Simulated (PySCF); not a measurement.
**Adding and removing an electron: PPb**

PBE0; PySCF, scalar-relativistic core potentials, basis sets P def2-SVP, Pb def2-SVP with ECP60. Neutral (UKS): doublet (π ↑), Re = 2.432 Å, ωe = 367 cm⁻¹, De = 2.45 eV, HOMO -5.69 eV, LUMO -3.87 eV.

PPb⁺ (UKS): triplet (π ↑↑), Re = 2.618 Å, ωe = 301 cm⁻¹. The energies at the minima are -533.94452 hartree for PPb and -533.66918 for PPb⁺.

Question: Work out the adiabatic ionisation energy, without and with harmonic zero-point energies (1 hartree = 27.2114 eV, 1 eV = 8065.5 cm⁻¹), and the change of the bond length.

Answer: At PBE0: 0.27534 hartree = 7.492 eV between the minima; the zero-point term (301.0 − 367.0)/2 cm⁻¹ = -0.004 eV makes it 7.488 eV. Re changes by +18.6 pm against the neutral. The electron leaves a π orbital, and the longer bond of the ion fits a bonding orbital, or a change in how ionic the bond is.

Spin–orbit coupling is left out, which matters for elements this heavy, above all for dissociation energies. States were picked by a PBE0 search and need not be the measured ground states.
